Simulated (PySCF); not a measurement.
LDA on Ar (argon, neutral), [Ne] 3s2 3p5 3d1, one real determinant (an excited configuration). Computed with PySCF 2.14 in aug-cc-pCVTZ-DK with one added diffuse shell each of s, p, d, f type (9s8p6d4f, 91 functions), with the spin-free X2C one-electron Hamiltonian (Gaussian nucleus).

```
cycle= 1 E= -527.218015499674  delta_E= -0.0212  |g|= 0.0493  |ddm|= 0.381
cycle= 2 E= -527.21815108543  delta_E= -0.000136  |g|= 0.0295  |ddm|= 0.128
cycle= 3 E= -527.218566225947  delta_E= -0.000415  |g|= 0.0139  |ddm|= 0.0667
cycle= 4 E= -527.218620411433  delta_E= -5.42e-05  |g|= 0.000351  |ddm|= 0.0171
cycle= 5 E= -527.218620589456  delta_E= -1.78e-07  |g|= 4.79e-05  |ddm|= 0.00549
cycle= 6 E= -527.21862060565  delta_E= -1.62e-08  |g|= 1.4e-05  |ddm|= 0.00204
cycle= 7 E= -527.218620607568  delta_E= -1.92e-09  |g|= 1.21e-06  |ddm|= 0.000965
cycle= 8 E= -527.218620607573  delta_E= -4.66e-12  |g|= 2.52e-07  |ddm|= 4.16e-05
converged SCF energy = -527.218620607573  <S^2> = 2.0010475  2S+1 = 3.0006983
```

Highest occupied orbital energy: 0.738 eV; ⟨L²⟩ = 7.98; populations by l: s 6.00, p 11.00, d 1.00, f 0.00.

(1) Can this result be used?

Results:

(1) Not for this state. The run converged. ⟨L²⟩ = 7.98 against 12 for a pure F term, so this real determinant mixes terms. The outer electron is Rydberg-like, and this basis confines it to a smaller radius and binds it less than a complete one would. At LDA the highest occupied level has a positive energy, so only the finite basis holds that electron; for this excited configuration the basis is too tight for the outer shell.
